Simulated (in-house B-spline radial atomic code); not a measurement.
**Ionising the iron ion Fe⁸⁺ with different functionals**

Computed with a B-spline radial code for spherical atoms: scalar-relativistic (spin-free X2C) Hamiltonian, Fermi nucleus of rms radius 3.7377 fm, spin-polarised at highest spin, spherical fractional occupations for the functionals, the average over the highest-spin determinants for Hartree-Fock. The ionisation energy is the difference of two self-consistent energies, [Ne] 3s2 3p6 → [Ne] 3s2 3p5, without Breit or QED terms; ε is the level of the shell that loses the electron (its least bound occupied spin orbital).

Hybrids are left out here: with spherical fractional occupations of an open shell their exact exchange keeps a self-interaction that integer-occupation calculations don't have.

| method | rung | ΔSCF (eV) | -ε(3p) (eV) |
| --- | --- | --- | --- |
| Hartree-Fock | Hartree-Fock | 233.16 | 234.22 |
| LDA VWN5 | LDA | 234.19 | 220.28 |
| LDA PW92 | LDA | 234.18 | 220.26 |
| LDA exchange-only | LDA | 231.97 | 218.14 |
| PBE | GGA | 234.24 | 220.38 |
| PBEsol | GGA | 234.07 | 220.20 |
| BLYP | GGA | 234.06 | 220.21 |
| RPBE | GGA | 234.23 | 220.39 |
| PW91 | GGA | 234.40 | 220.52 |
| BP86 | GGA | 234.37 | 220.48 |
| AM05 | GGA | ? | ? |
| OLYP | GGA | 234.79 | 221.00 |
| TPSS | meta-GGA | 234.56 | 220.77 |
| SCAN | meta-GGA | ? | ? |
| r2SCAN | meta-GGA | 235.21 | 221.68 |
| revTPSS | meta-GGA | 234.42 | 220.65 |

Q: What does SCAN give?

A: ΔSCF 235.29 eV, and -ε(3p) = 221.73 eV.

Q: What does AM05 give?

A: ΔSCF 234.04 eV, and -ε(3p) = 220.15 eV.

Q: How do they compare with the NIST value?

A: NIST lists 233.6 eV ± 0.4 (semi-empirical, ground level to ground level). Errors run from -1.63 to +1.69 eV; AM05 is closest (+0.44 eV), though others lie within the uncertainty of it, and part of that can be cancellation, since the calculations leave out spin-orbit coupling, Breit-QED terms, multiplet and fine-structure energies. Hartree-Fock also lacks correlation.
